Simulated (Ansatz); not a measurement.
How methods differ on BH3Br− (SMILES [BH3-]Br)

The species is BH3Br− (5 atoms), meant as a singlet with charge -1. SMILES: `[BH3-]Br`. The shape is that of a GFN2-xTB optimisation.

Each level gives the vertical energy of the triplet above the singlet (eV). The values are calculated.

```
         level                    kind  program  value (eV)  less FCI/STO-3G
     HF/STO-3G            Hartree–Fock   Ansatz       11.26            -0.26
    PBE/STO-3G                     GGA   Ansatz       10.43            -1.09
  B3LYP/STO-3G           global hybrid   Ansatz       10.66            -0.86
r2SCAN0/STO-3G         hybrid meta-GGA   Ansatz       10.82            -0.70
  HSE06/STO-3G  range-separated hybrid   Ansatz       10.78            -0.74
 B2PLYP/STO-3G           double hybrid   Ansatz       11.10            -0.42
    MP2/STO-3G     perturbation theory   Ansatz       11.54            +0.02
CCSD(T)/STO-3G   coupled cluster or CI   Ansatz       11.53            +0.01
    FCI/STO-3G      exact in the basis   Ansatz       11.52             0.00
```

FCI/STO-3G is exact within its basis and frozen core, so for wave-function methods in that basis the difference is their error; functionals converge differently with the basis, so for them it is only a difference. All-electron rows without a relativistic Hamiltonian named are non-relativistic. Spin-orbit coupling, which can split open shells on such heavy atoms by tenths of an eV, is left out. Sets without diffuse functions describe the anion poorly. The values span 10.43 to 11.54 eV. A triplet this far above the singlet is often a Rydberg-like or dissociative state; sets without diffuse functions put Rydberg states too high. All rows use very small basis sets, so even the best lies far from the true value. In the correlated wave-function rows the outer d shell of Br is correlated, in sets not made for it.
